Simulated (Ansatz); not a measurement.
Reaction (redistribution): `NB(N)F` + `Cl[BH][SbH2]` → `NB(F)Cl` + `N[BH][SbH2]`

Computed with Ansatz on PBE0-D4/def2-TZVP structures; ΔE is electronic, products minus reactants. CCSD(T)/CBS adds triple-zeta CCSD(T) − MP2 to the extrapolated MP2 energy (def2 sets, frozen cores). DFT in def2-TZVPP. HSE06 is defined as in plane-wave codes. def2 core potentials past Kr. For Sb outer-core shells are correlated without core-valence functions, which leaves a few kJ/mol of doubt a bond. Each species was taken in one conformer, which may not be the lowest.

`NB(N)F`:

```xyz
8

N    -0.747   -0.776   -0.667
B    -0.218    0.378   -0.056
N     0.958    0.410    0.720
F    -0.887    1.538   -0.226
H    -1.590   -0.738   -1.209
H    -0.333   -1.687   -0.606
H     1.531   -0.389    0.911
H     1.286    1.264    1.132
```

`Cl[BH][SbH2]`:

Z-matrix (Å, degrees):
```
B
Sb 1 2.230
Cl 1 1.738 2 121.5
H 1 1.193 2 121.4 3 -174.0
H 2 1.704 1 92.9 3 -139.5
H 2 1.702 1 94.2 3 -45.6
```

`NB(F)Cl`:

```xyz
6

N     0.741    0.218    0.119
B    -0.579   -0.096   -0.169
F    -1.233    0.546   -1.131
Cl   -1.435   -1.355    0.725
H     1.265   -0.246    0.838
H     1.241    0.932   -0.382
```

`N[BH][SbH2]`:

```xyz
8

N     0.438    1.231   -0.422
B     0.340   -0.131   -0.643
Sb   -1.259   -1.383    0.324
H    -0.140    1.735    0.229
H     1.120    1.810   -0.886
H     1.090   -0.643   -1.423
H    -0.110   -2.308    1.183
H    -1.481   -0.310    1.639
```

```json
{"level": "LDA (SPW92)", "ΔE (kJ/mol)": "-50.4", "difference from CCSD(T)/CBS": "-7.7"}
{"level": "PBE-D4", "ΔE (kJ/mol)": "-48.3", "difference from CCSD(T)/CBS": "-5.6"}
{"level": "revPBE-D4", "ΔE (kJ/mol)": "-48.3", "difference from CCSD(T)/CBS": "-5.6"}
{"level": "BLYP-D4", "ΔE (kJ/mol)": "-47.5", "difference from CCSD(T)/CBS": "-4.8"}
{"level": "B97M-V", "ΔE (kJ/mol)": "-45.8", "difference from CCSD(T)/CBS": "-3.1"}
{"level": "r2SCAN0-D4", "ΔE (kJ/mol)": "-44.0", "difference from CCSD(T)/CBS": "-1.3"}
{"level": "HSE06-D4", "ΔE (kJ/mol)": "-45.8", "difference from CCSD(T)/CBS": "-3.1"}
{"level": "BHLYP-D4", "ΔE (kJ/mol)": "-41.8", "difference from CCSD(T)/CBS": "0.9"}
{"level": "ωB97M-V", "ΔE (kJ/mol)": "-47.0", "difference from CCSD(T)/CBS": "-4.3"}
{"level": "revPBE", "ΔE (kJ/mol)": "-47.0", "difference from CCSD(T)/CBS": "-4.3"}
{"level": "CCSD(T)/def2-SVP", "ΔE (kJ/mol)": "-55.4", "difference from CCSD(T)/CBS": "-12.7"}
{"level": "HF/def2-TZVPP", "ΔE (kJ/mol)": "-36.4", "difference from CCSD(T)/CBS": "6.3"}
{"level": "SCS-MP2/def2-TZVPP", "ΔE (kJ/mol)": "-44.9", "difference from CCSD(T)/CBS": "-2.2"}
{"level": "MP2/def2-QZVPP", "ΔE (kJ/mol)": "-44.2", "difference from CCSD(T)/CBS": "-1.5"}
{"level": "HF/CBS(def2)", "ΔE (kJ/mol)": "-36.0", "difference from CCSD(T)/CBS": "6.7"}
{"level": "MP2/CBS(def2)", "ΔE (kJ/mol)": "-43.3", "difference from CCSD(T)/CBS": "-0.6"}
{"level": "CCSD(T)/CBS", "ΔE (kJ/mol)": "-42.7", "difference from CCSD(T)/CBS": "0"}
```

(1) What do rigid-rotor, harmonic-oscillator terms from PBE0-D4/def2-TZVP frequencies (298.15 K, 1 bar) make of the CCSD(T)/CBS value? (Estimate.)

Largest T1 diagnostic among the species: 0.015.

Results:

(1) The calculation gave: ΔZPE = +4.8 kJ/mol, ΔH = -39.5 kJ/mol, ΔS = -4 J/(mol·K), ΔG = -38.4 kJ/mol.

Leaving LDA and LC-ωPBE aside and taking each functional with its dispersion term where it has one, the values spread over 6.6 kJ/mol, from PBE-D4 to BHLYP-D4. At CCSD(T), def2-SVP lies −12.7 kJ/mol from the extrapolated value and def2-TZVPP −2.5 kJ/mol.
